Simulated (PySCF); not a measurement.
# Dipole response of Nd (neodymium, neutral)

[Xe] 4f4 6s2, one real determinant. All numbers are calculated (PySCF 2.14, the spin-free X2C one-electron Hamiltonian (Gaussian nucleus), in ANO-RCC-VQZP (9s8p6d4f3g2h, 140 functions)). Coupled (time-dependent) response in atomic units; α is the mean over directions. The basis has no added diffuse functions, which lowers α and C₆.

```json
{"method": "PBE", "mean α (bohr³)": "212.2", "α xx, yy, zz": "211.9, 211.9, 213.0", "C₆ (like pair)": "3628", "S(−4)": "23400"}
```

S(−4) is the Cauchy moment in α(ω) = α(0) + S(−4) ω² + …

Reference α: 208 ± 20 bohr³ (recommended; Schwerdtfeger and Nagle, table of static dipole polarizabilities (2023 update)). Published C₆: 3560 (Gould and Bucko (2016)).

Spin-orbit coupling is absent.

α(iu) at PBE:

```json
{"u (hartree)": "0", "α(iu) (bohr³)": "212.2"}
{"u (hartree)": "0.0500", "α(iu) (bohr³)": "170.0"}
{"u (hartree)": "0.100", "α(iu) (bohr³)": "109.8"}
{"u (hartree)": "0.200", "α(iu) (bohr³)": "49.46"}
{"u (hartree)": "0.300", "α(iu) (bohr³)": "28.70"}
{"u (hartree)": "0.500", "α(iu) (bohr³)": "14.96"}
{"u (hartree)": "0.750", "α(iu) (bohr³)": "9.269"}
{"u (hartree)": "1.00", "α(iu) (bohr³)": "6.580"}
{"u (hartree)": "1.50", "α(iu) (bohr³)": "3.923"}
{"u (hartree)": "2.00", "α(iu) (bohr³)": "2.640"}
{"u (hartree)": "3.00", "α(iu) (bohr³)": "1.468"}
{"u (hartree)": "5.00", "α(iu) (bohr³)": "0.6774"}
```

A single London oscillator, α(iu) = α/(1 + u²/ω²), gives C₆ = (3/4) ω α². Matching the computed C₆ needs ω = 4 × 3628 / (3 × 212.2²) = 0.107 hartree.

The components differ because the open shell of this determinant is not spherical; for a pure term their mean is the scalar polarisability.

⟨L²⟩ = 34.00 against 42 for a pure I term, so this real determinant mixes terms. Spin-orbit coupling, absent here, splits the open shell strongly.
